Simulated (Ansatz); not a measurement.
`C[O][ZrH]12345678([C@H]9[C@@H]1[C@@H]2[C@@H]3[C@H]94)[C@H]1[C@@H]5[C@@H]6[C@@H]7[C@H]18` at its PBE0-D4/def2-TZVP geometry, where that method's forces vanish. Total charge 0; spin multiplicity 1. Zr takes the def2 core potential.

```xyz
27

C     1.2087    0.9756    2.8316
O     1.0160    0.7907    1.4766
Zr    0.0439    0.3008   -0.1300
C    -1.7560   -1.4330    0.1041
C    -2.2809   -0.4442   -0.7571
C    -2.4438    0.7433   -0.0134
C    -2.0240    0.4854    1.3090
C    -1.6033   -0.8568    1.3833
C     0.5226   -0.7346   -2.4067
C     1.1584    0.5198   -2.4072
C     2.1984    0.4803   -1.4471
C     2.2031   -0.7949   -0.8594
C     1.1505   -1.5442   -1.4308
H     2.0197    0.3365    3.2039
H     0.3021    0.7415    3.4085
H     1.4803    2.0168    3.0417
H    -0.3228    1.9751   -0.8080
H    -1.5346   -2.4558   -0.1615
H    -2.5191   -0.5726   -1.8022
H    -2.8282    1.6786   -0.3865
H    -1.9968    1.2042    2.1147
H    -1.2110   -1.3528    2.2595
H    -0.3080   -1.0259   -3.0319
H     0.9077    1.3618   -3.0325
H     2.8490    1.3019   -1.1866
H     2.8611   -1.1264   -0.0697
H     0.9070   -2.5712   -1.2020
```

What forces (eV/Å) does r2SCAN-D4/def2-TZVPP give on these atoms in Ansatz? (Best estimate.)

The calculation gave: 
```
C1   0.041  0.036  0.307
O2   0.026  0.016 -0.196
Zr3 -0.008  0.005 -0.006
C4   0.005 -0.228 -0.044
C5  -0.099 -0.029 -0.213
C6  -0.137  0.184 -0.059
C7  -0.033  0.151  0.174
C8   0.046 -0.117  0.197
C9  -0.140 -0.079 -0.176
C10 -0.010  0.160 -0.167
C11  0.155  0.166  0.016
C12  0.169 -0.089  0.127
C13 -0.023 -0.224  0.027
H14 -0.001  0.004 -0.004
H15 -0.009 -0.002 -0.003
H16 -0.001 -0.007 -0.007
H17  0.005  0.055  0.003
H18  0.003  0.005  0.000
H19  0.002  0.001  0.005
H20  0.004 -0.010  0.003
H21  0.006  0.000 -0.002
H22  0.005  0.002  0.000
H23  0.002  0.002  0.007
H24  0.002 -0.007  0.006
H25 -0.005 -0.001  0.003
H26 -0.005  0.002  0.002
H27  0.000  0.004  0.000
```
